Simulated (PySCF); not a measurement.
One of the candidates below gave these computed data.

All candidates are C5H7F3O2P (charge -1).

| technique | computed result |
| --- | --- |
| 1H NMR | chemical shifts (computed TMS as zero) by class: 6.36 (1 H), 6.05 (1 H), 1.81 (1 H), 1.80 (1 H), 1.65 (3 H) ppm [GIAO PBE0/pcSseg-1] |
| 13C NMR | chemical shifts (computed TMS as zero) by class: 149.3 (1 C), 137.7 (1 C), 137.4 (1 C), 42.9 (1 C), 23.7 (1 C) ppm [GIAO PBE0/pcSseg-1] |
| Rotational structure | rotational constants A, B, C: 1.201, 0.728, 0.555 GHz [GFN2-xTB] |
| NMR, other nuclei | isotropic shieldings of nuclei other than C and H, by class: 164 (1 O), 182 (1 O), 242 (3 F), 335 (1 P) ppm [GIAO PBE0/pcSseg-1] |

The electronic properties come from PySCF, for the isolated species, density fitting. Levels stand in brackets. Geometry: GFN2-xTB, one conformer, isolated ion. No diffuse functions stand in pcSseg-1, which bears on an anion's orbital energies. Each NMR value is the plain mean over a class of atoms that symmetry, rotation or inversion makes alike.

**Question.** Which candidate is it?
A. `O=[P@@]([O-])(CC(F)(F)F)C1CC1`
B. `CC(C)[P@](=O)([O-])C(F)=C(F)F`
C. `C/C=C/[P@@](=O)([O-])CC(F)(F)F`

**Answer.** C. It is `C/C=C/[P@@](=O)([O-])CC(F)(F)F`. Numbering: `[CH3:1]/[CH:2]=[CH:3]/[P@@:4](=[O:5])([O-:6])[CH2:7][C:8]([F:9])([F:10])[F:11]`. 5 carbons fall into 5 classes; from least to most shielded: alkene CH carbon [C3] (149.3 ppm), CF3 carbon [C8] (137.7 ppm), alkene CH carbon [C2] (137.4 ppm), sp3 carbon bound to phosphorus [C7] (42.9 ppm), allylic carbon [C1] (23.7 ppm). Hydrogen classes from least to most shielded: 1 H on an alkene CH carbon, C2 (6.36 ppm), 1 H on an alkene CH carbon, C3 (6.05 ppm), 1 H on an sp3 carbon bound to phosphorus, C7 (1.81 ppm), 1 H on an sp3 carbon bound to phosphorus, C7 (1.80 ppm), 3 H on an allylic carbon, C1 (1.65 ppm). The other shieldings belong to: 164 ppm, oxygen bonded to P [O6]; 182 ppm, oxygen bonded to P [O5]; 242 ppm, fluorine of a CF3 group [F9/F10/F11]; 335 ppm, phosphoryl phosphorus [P4]. The optimised geometry has point group C1 and is an asymmetric top.

The others, at the same levels:
- `CC(C)[P@](=O)([O-])C(F)=C(F)F` fails: its computed 13C shifts are 170.0 (1 C), 148.9 (1 C), 31.8 (1 C), 20.0 (1 C), 16.6 (1 C) ppm, 1H shifts are 1.31 (1 H), 1.04 (3 H), 0.99 (3 H) ppm and rotational constant A is 1.633 GHz (against 1.201 GHz).
- `O=[P@@]([O-])(CC(F)(F)F)C1CC1` fails: its computed 13C shifts are 138.6 (1 C), 41.9 (1 C), 14.5 (1 C), 3.3 (1 C), 2.2 (1 C) ppm, 1H shifts are 1.97 (1 H), 1.76 (1 H), 0.89 (1 H), 0.82 (1 H), 0.06 (1 H), -0.08 (1 H), -0.19 (1 H) ppm and rotational constant A is 1.647 GHz (against 1.201 GHz).

Each candidate is one conformer, not necessarily the lowest. The conformers computed, where there is a choice (atom-mapped SMILES and torsion angles):
- `[CH3:1]/[CH:2]=[CH:3]/[P@@:4](=[O:5])([O-:6])[CH2:7][C:8]([F:9])([F:10])[F:11]`: C2–C3–P4–O5 -10°, C3–P4–C7–C8 68°, P4–C7–C8–F9 -177°
- `[CH3:1][CH:2]([CH3:3])[P@:4](=[O:5])([O-:6])[C:7]([F:8])=[C:9]([F:10])[F:11]`: C1–C2–P4–O5 -44°, C2–P4–C7–F8 11°
- `[O:1]=[P@@:2]([O-:3])([CH2:4][C:5]([F:6])([F:7])[F:8])[CH:9]1[CH2:10][CH2:11]1`: O1–P2–C4–C5 -168°, P2–C4–C5–F6 -172°, O1–P2–C9–C10 -32°
